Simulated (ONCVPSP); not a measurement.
Mg (Z = 12): ONCV pseudisation with PBE, scalar-relativistic reference atom.

Input for ONCVPSP 4.0.1:

```
# ATOM AND REFERENCE CONFIGURATION
# atsym  z   nc   nv     iexc    psfile
  Mg 12.00    1    4        4      upf
#
#   n    l    f
    1    0    2.00
    2    0    2.00
    2    1    6.00
    3    0    1.50
    3    1    0.50
#
# PSEUDOPOTENTIAL AND OPTIMIZATION
# lmax
    2
#
#   l,   rc,      ep,       ncon, nbas, qcut
    0    1.25    0.00    4    7    7.60
    1    1.35    0.00    3    8    9.60
    2    1.10    0.08    5    9    9.50
#
# LOCAL POTENTIAL
# lloc, lpopt,  rc(5),   dvloc0
    4    5    1.00    4.00
#
# VANDERBILT-KLEINMAN-BYLANDER PROJECTORs
# l, nproj, debl
    0    2    3.20
    1    2    2.00
    2    2    2.80
#
# MODEL CORE CHARGE
# icmod, fcfact, rcfact
    2    0.60    0.95
#
# LOG DERIVATIVE ANALYSIS
# epsh1, epsh2, depsh
   -4.00    5.00    0.02
#
# OUTPUT GRID
# rlmax, drl
    6.00    0.01
#
# TEST CONFIGURATIONS
# ncnf
    4
# nvcnf
#   n    l    f
    4
    2    0    2.00
    2    1    6.00
    3    0    2.00
    3    1    0.00
#
    4
    2    0    2.00
    2    1    6.00
    3    0    1.00
    3    1    0.00
#
    4
    2    0    2.00
    2    1    6.00
    3    0    0.00
    3    1    0.00
#
    4
    2    0    2.00
    2    1    6.00
    3    0    1.00
    3    1    1.00
#
```

Command:

```bash
oncvpsp.x < Mg.dat > Mg.out
```

Output (shortened: citation, most of the input echo, consistency checks and plot data are left out):

```
ONCVPSP  (Optimized Norm-Conservinng Vanderbilt PSeudopotential)
scalar-relativistic version 4.0.1

#   n    l    f        energy (Ha)
    1    0    2.00    -4.6331580E+01
    2    0    2.00    -2.9737292E+00
    2    1    6.00    -1.7522719E+00
    3    0    1.50    -1.9188281E-01
    3    1    0.50    -6.3475373E-02

Reference configufation results
  iterations    26
  all-electron total energy (Ha)   -2.00216721D+02

Begin loop to  construct optimized pseudo wave functions
and semi-local pseudopoentials for all angular momenta

Calculating optimized projector #   1

 for l=   0

    Fraction of norm inside rc  0.944620
    Optimizing pswf for qcut=   7.61 a_B^-1,  ecut=  28.95 Ha
    Residual kinetic energy error=  1.18D-05 Ha

    Energy error per electron        Cutoff
         Ha          eV             Ha
         0.01000     0.27211       15.85
         0.00100     0.02721       21.13
         0.00010     0.00272       25.37
         0.00001     0.00027       30.17

Calculating optimized projector #   2

 for l=   0

    Fraction of norm inside rc  0.032048
    Optimizing pswf for qcut=   7.61 a_B^-1,  ecut=  28.95 Ha
    Residual kinetic energy error=  4.67D-06 Ha

    Energy error per electron        Cutoff
         Ha          eV             Ha
         0.01000     0.27211        9.61
         0.00100     0.02721       15.00
         0.00010     0.00272       19.85
         0.00001     0.00027       24.71

Calculating optimized projector #   1

 for l=   1

    Fraction of norm inside rc  0.944177
    Optimizing pswf for qcut=   9.60 a_B^-1,  ecut=  46.10 Ha
    Residual kinetic energy error=  1.46D-05 Ha

    Energy error per electron        Cutoff
         Ha          eV             Ha
         0.01000     0.27211       31.42
         0.00100     0.02721       37.28
         0.00010     0.00272       42.20
         0.00001     0.00027       54.26

Calculating optimized projector #   2

 for l=   1

    Fraction of norm inside rc  0.016082
    Optimizing pswf for qcut=   9.60 a_B^-1,  ecut=  46.10 Ha
    Residual kinetic energy error=  2.74D-06 Ha

    Energy error per electron        Cutoff
         Ha          eV             Ha
         0.01000     0.27211       21.22
         0.00100     0.02721       30.78
         0.00010     0.00272       37.79
         0.00001     0.00027       43.28

   Wellstate for l =  2  n =  3
     eigenvalue =   0.0800
     asymptotic potential =   0.5800
     half-point radius = 14.2789

   Wellstate for l =  2  n =  4
     eigenvalue =   2.8800
     asymptotic potential =   3.3800
     half-point radius =  2.4838

Calculating optimized projector #   1

 for l=   2

    Fraction of norm inside rc  0.000854
    Optimizing pswf for qcut=   9.52 a_B^-1,  ecut=  45.28 Ha
    Residual kinetic energy error=  4.69D-07 Ha

    Energy error per electron        Cutoff
         Ha          eV             Ha
         0.01000     0.27211        0.92
         0.00100     0.02721        4.15
         0.00010     0.00272       13.81
         0.00001     0.00027       28.10

Calculating optimized projector #   2

 for l=   2

    Fraction of norm inside rc  0.133640
    Optimizing pswf for qcut=   9.52 a_B^-1,  ecut=  45.28 Ha
    Residual kinetic energy error=  2.93D-04 Ha

    Energy error per electron        Cutoff
         Ha          eV             Ha
         0.01000     0.27211       24.84
         0.00100     0.02721       38.76
         0.00010     0.00272       51.17
         0.00001     0.00027      101.89

Construct Vanderbilt / Kleinmman-Bylander projectors

B matrix Hermiticity error, ll=   0
   1   2    1.5495E-04

  Orthonormal projector coefficients -2.9509E+00  8.4298E-01

B matrix Hermiticity error, ll=   1
   1   2    5.6263E-05

  Orthonormal projector coefficients -9.5521E+00 -2.8790E+00

B matrix Hermiticity error, ll=   2
   1   2    6.0891E-06

  Orthonormal projector coefficients -7.9578E+00 -2.3941E+00

Model core correction analysis
  based on d2Exc/dn_idn_j

d2excae - all-electron derivatives

   -6.954137D-02   -6.210918D-02   -2.971400D-03   -1.076723D-03
   -6.211041D-02   -6.481287D-02   -3.359452D-03   -1.372490D-03
   -2.970390D-03   -3.358373D-03   -3.884988D-02   -2.834995D-02
   -1.076689D-03   -1.372449D-03   -2.834065D-02   -3.165348D-02

d2excps - pseudofunction derivatives with no core correction

   -7.600383D-02   -6.099778D-02   -3.594273D-03   -1.237117D-03
   -6.099763D-02   -6.129071D-02   -3.098199D-03   -1.256467D-03
   -3.594463D-03   -3.097105D-03   -3.886008D-02   -2.834603D-02
   -1.237102D-03   -1.256429D-03   -2.833673D-02   -3.164995D-02

rms 2nd derivative error    1.897942E-03

amplitude prefactor, scale prefactor
    9.4388    1.2259

d2excps - pseudofunction derivatives with core correction

   -6.765505D-02   -6.095261D-02   -3.121769D-03   -1.231504D-03
   -6.095270D-02   -6.181422D-02   -3.086315D-03   -1.268837D-03
   -3.120744D-03   -3.085205D-03   -3.883344D-02   -2.834549D-02
   -1.231476D-03   -1.268802D-03   -2.833619D-02   -3.165023D-02

rms 2nd derivative error    9.840039E-04

Pseudoatom total energy  -60.255645

Diagnostic tests using Vanderbilt-Kleinman-Bylander pseudopotentials
  1 or more projectors used as specified by nproj input data

   l    rcore       rmatch      e in        delta e   norm test  slope test

   0   1.2551844   1.2932945  -2.9737292   0.0000102   1.0001218   1.0001124
   0   1.2551844   1.2932945  -0.1918828   0.0000029   1.0000311   1.0000240

   1   1.3566920   1.3978841  -1.7522719  -0.0000264   1.0000753   1.0000692
   1   1.3566920   1.3978841  -0.0634754   0.0000009   1.0000091   1.0000309

   2   1.1004035   1.1338141   0.0800000   0.0000266   1.0000665   1.0000665
   2   1.1004035   1.1338141   2.8800000   0.0000676   1.0001424   1.0001424

 Testing for bound ghosts
   n   l    E NL Schr. Eq   E Basis Diag.   E Cutoff

   1   0       -2.973719       -2.973710    120.35
   2   0       -0.191880        0.013647    120.35

   2   1       -1.752298       -1.752235    164.98
   3   1       -0.063474        0.193373    164.98

 Testing for highly-localized positive-energy ghosts
       l    <radius>/rc     E Basis Diag.   E Cutoff

Test configuration 0

   n   l     f        eae           eps        diff
   1   0  2.0000  -46.33158031
   2   0  2.0000   -2.97372921   -2.97371899    1.02D-05
   2   1  6.0000   -1.75227192   -1.75229828   -2.64D-05
   3   0  1.5000   -0.19188281   -0.19187988    2.93D-06
   3   1  0.5000   -0.06347537   -0.06347447    9.02D-07

    Total energies and differences
      AE_ref= -2.00216721D+02  AE_tst= -2.00216721D+02  dif=  0.00D+00
      PS_ref= -6.02556448D+01  PS_tst= -6.02556448D+01  dif= -1.48D-12
      PSP excitation error=  1.48D-12

Test configuration 1

   n   l     f        eae           eps        diff
   1   0  2.0000  -46.29130288
   2   0  2.0000   -2.93426666   -2.93371103    5.56D-04
   2   1  6.0000   -1.71302518   -1.71274355    2.82D-04
   3   0  2.0000   -0.17292380   -0.17291068    1.31D-05

    Total energies and differences
      AE_ref= -2.00216721D+02  AE_tst= -2.00279817D+02  dif= -6.31D-02
      PS_ref= -6.02556448D+01  PS_tst= -6.03187379D+01  dif= -6.31D-02
      PSP excitation error= -3.01D-06

Test configuration 2

   n   l     f        eae           eps        diff
   1   0  2.0000  -46.63013699
   2   0  2.0000   -3.26756754   -3.26794119   -3.74D-04
   2   1  6.0000   -2.04605563   -2.04577089    2.85D-04
   3   0  1.0000   -0.41813532   -0.41815378   -1.85D-05

    Total energies and differences
      AE_ref= -2.00216721D+02  AE_tst= -1.99987287D+02  dif=  2.29D-01
      PS_ref= -6.02556448D+01  PS_tst= -6.00262062D+01  dif=  2.29D-01
      PSP excitation error= -4.95D-06

Test configuration 3

   n   l     f        eae           eps        diff
   1   0  2.0000  -47.04686345
   2   0  2.0000   -3.67376858   -3.67623347   -2.46D-03
   2   1  6.0000   -2.45137639   -2.45154163   -1.65D-04

    Total energies and differences
      AE_ref= -2.00216721D+02  AE_tst= -1.99435128D+02  dif=  7.82D-01
      PS_ref= -6.02556448D+01  PS_tst= -5.94739324D+01  dif=  7.82D-01
      PSP excitation error= -1.20D-04

Test configuration 4

   n   l     f        eae           eps        diff
   1   0  2.0000  -46.36912626
   2   0  2.0000   -3.01051320   -3.01112170   -6.08D-04
   2   1  6.0000   -1.78881336   -1.78921581   -4.02D-04
   3   0  1.0000   -0.20841368   -0.20842788   -1.42D-05
   3   1  1.0000   -0.07609841   -0.07609755    8.68D-07

    Total energies and differences
      AE_ref= -2.00216721D+02  AE_tst= -2.00151513D+02  dif=  6.52D-02
      PS_ref= -6.02556448D+01  PS_tst= -6.01904331D+01  dif=  6.52D-02
      PSP excitation error= -4.01D-06
```

The run took about 4.8 s on one core of a shared server CPU.
